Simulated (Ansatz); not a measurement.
The same path of CH3F + HSe (7 atoms, charge 0, multiplicity 2) was run twice with different band settings.

Computed with UKS BLYP-D4/def2-SVP (Ansatz 0.2.0).

Relaxed end points:

```xyz
7
Properties=species:S:1:pos:R:3
H -0.221 -0.090 0.375
Se 1.577 -1.651 1.207
C -0.800 0.393 -0.457
F -1.332 1.592 -0.022
H 2.497 -0.498 0.970
H -1.611 -0.306 -0.759
H -0.111 0.560 -1.314
```

```xyz
7
Properties=species:S:1:pos:R:3
H -0.380 -0.746 -0.821
Se 1.476 -1.209 1.777
C -0.794 0.264 -0.626
F -0.217 0.782 0.539
H 2.374 -0.225 1.106
H -1.895 0.198 -0.495
H -0.563 0.935 -1.480
```

Common settings: movable images 7; climbing image yes; spring 5.0 eV/Å²; optimiser quadratic models (default); start path through a guess of the saddle point; iteration limit 60; end points relaxed.

| run | force threshold |
| --- | --- |
| 1 | 0.05 eV/Å |
| 2 | 0.2 eV/Å |

(1) What does each run give, and how far can it be trusted?

Results:

(1) Run 1: converged after 8 iterations, highest image 0.004 eV above the first end. The top lies less than 8 meV above the higher end, about what the thresholds resolve: that end is a shoulder or a very shallow well. A vibrational analysis at the climbing image gives one clearly imaginary mode, 45i cm⁻¹, and a faint second one (23i cm⁻¹) that may be numerical noise or a soft torsion: probably a first-order saddle point.
Run 2: converged after 6 iterations, highest image 0.005 eV above the first end. The threshold of 0.2 eV/Å is loose, so the images may lie well off the minimum-energy path. The top lies less than 8 meV above the higher end, about what the thresholds resolve: that end is a shoulder or a very shallow well. Another band between the same ends (7 images) ends at a top of the same energy, where a vibrational analysis finds 1 clearly imaginary mode.
